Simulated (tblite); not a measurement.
Run record: tight-binding relaxation, `CC[Se]C/C(F)=C(/F)[SiH2]F`.

Computed with GFN2-xTB geometry optimisation, gas phase (tblite 0.8.0). Start geometry: from a force field or distance geometry. The command runs a driver script over a list of jobs; the input below is this job's line of settings and its coordinates in Å.

Command:
```bash
OMP_NUM_THREADS=1 python probes_run.py task.json out
```

Input:
```
{"job": {"kind": "relax", "xc": "GFN2-xTB", "basis": "xTB"}, "charge": 0, "multiplicity": 1}
C     -3.209700    -0.106100    -0.328200
C     -2.589800    -0.657300     0.898700
Se    -0.793900    -1.336600     0.676400
C      0.390700    -0.139200    -0.268800
C      1.026900     0.883700     0.623800
F      0.270900     1.793800     1.310800
C      2.351900     0.946900     0.735700
F      2.853200     1.920200     1.563100
Si     3.458000    -0.243700    -0.160500
F      3.470300    -0.003500    -1.806000
H     -4.230100    -0.553800    -0.548200
H     -3.461100     0.974500    -0.102500
H     -2.609500    -0.190700    -1.234300
H     -3.200500    -1.520800     1.259900
H     -2.593600     0.142000     1.708800
H     -0.205900     0.446100    -0.987300
H      1.135200    -0.704600    -0.870700
H      3.104600    -1.641800     0.171200
H      4.822700     0.000100     0.380800
```

Give the output.

```
step      E/eV     max force
  0    -935.88653    2.883
  1    -936.21647    1.147
  2    -936.34913    0.723
  3    -936.42689    0.708
  4    -936.48249    0.658
  5    -936.51661    0.495
  6    -936.54452    0.328
  7    -936.55997    0.248
  8    -936.56988    0.235
  9    -936.57847    0.187
... (151 lines left out)
161    -936.85401    0.023
162    -936.85408    0.017
163    -936.85417    0.014
164    -936.85423    0.016
165    -936.85428    0.014
166    -936.85432    0.014
167    -936.85436    0.013
168    -936.85440    0.012
169    -936.85443    0.010
170    -936.85445    0.009
```

«max force» is the largest atomic force in eV/Å.

From which step on does the largest force stay under 0.1 eV/Å, and how much energy is left to gain from there?

From step 88 (0.063 eV/Å), 20.5 meV above the end.

Main results: energy lowered by 22.3 kcal/mol over 170 steps; largest atomic force 0.009 eV/Å at the end.

Estimate the wall time. Hardware: one thread of an Arm Neoverse N1, shared host.

About 2.9 s.
Labels such as C1 count atoms from 1, the log's own numbers from 0.
